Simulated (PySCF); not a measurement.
Start geometry of `[SiH3]S[C@@H]1CC[Se]1` from GFN2-xTB (Å):
```
atom  x, y, z in Å
Si1    2.461    0.257    0.128
S2     1.335   -0.795    1.634
C3    -0.362   -0.278    1.352
C4    -1.050   -0.745    0.074
C5    -1.914    0.487   -0.188
Se6   -0.813    1.658    0.975
H7     1.892   -0.043   -1.183
H8     2.386    1.678    0.436
H9     3.776   -0.331    0.307
H10   -0.911   -0.562    2.251
H11   -1.606   -1.676    0.193
H12   -0.321   -0.884   -0.724
H13   -1.956    0.826   -1.221
H14   -2.919    0.408    0.224
```

Q: What comes out of this run: PySCF, PBE0-D3(BJ)/def2-SVP geometry optimisation, gas phase?

A: 
```
atom  x, y, z in Å
Si1    2.4177    0.3473    0.2097
S2     1.3215   -0.6971    1.7413
C3    -0.3851   -0.2387    1.3664
C4    -1.0420   -0.8103    0.1041
C5    -1.9221    0.3845   -0.2763
Se6   -0.8260    1.6187    0.8075
H7     1.8695    0.0918   -1.1555
H8     2.5034    1.8143    0.4564
H9     3.7786   -0.2560    0.3199
H10   -0.9511   -0.4721    2.2798
H11   -1.5689   -1.7656    0.2606
H12   -0.2737   -0.9723   -0.6660
H13   -1.9631    0.6364   -1.3440
H14   -2.9409    0.3347    0.1325
```

The energy falls by 2.5 kcal/mol over 5 energy and gradient evaluations, the largest force component goes from 0.0188 to 2.9e-04 Eh/bohr, and the atoms move by 0.083 Å rms after alignment. The bond that changes most is Si1–H9 (SiH3 silicon to Si–H hydrogen), which lengthens by 0.042 Å. Bonds longer at the end by more than 0.005 Å: 10 of 14; shorter: 2. Among the angles that change most is S2–Si1–H8, from 107.6° to 112.9°. Rotational constants go from 2458, 982.9, 878.9 to 2453, 1018, 900.4 MHz. The orientation of the end geometry is arbitrary; only internal coordinates are fixed.

The run used 150 basis functions and 34 SCF cycles in all. Hardware: one thread of an Arm Neoverse V2 (shared host). Cost: 59 s wall.

Whether it is a minimum is left open (no frequencies). One conformer, not necessarily the lowest.
